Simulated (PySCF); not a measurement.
A structure optimised at PBE-D3(BJ)/def2-SVP, used in a PySCF frequency run:

```xyz
6

W      0.0000     0.0000     0.0000
F      0.0000     0.0000     1.8344
F      0.0000     0.0000    -1.8344
F     -1.8075     0.0000     0.0000
F      0.9037     1.5653     0.0000
F      0.9037    -1.5653     0.0000
```
Charge +1, spin multiplicity 1.

Q: Write its SMILES, formula and point group.

A: [F][W+]([F])([F])([F])[F], F₅W, D3h

Q: What are its rotational constants (standard atomic weights)?

A: 2.7141, 2.2872, 2.2872 GHz
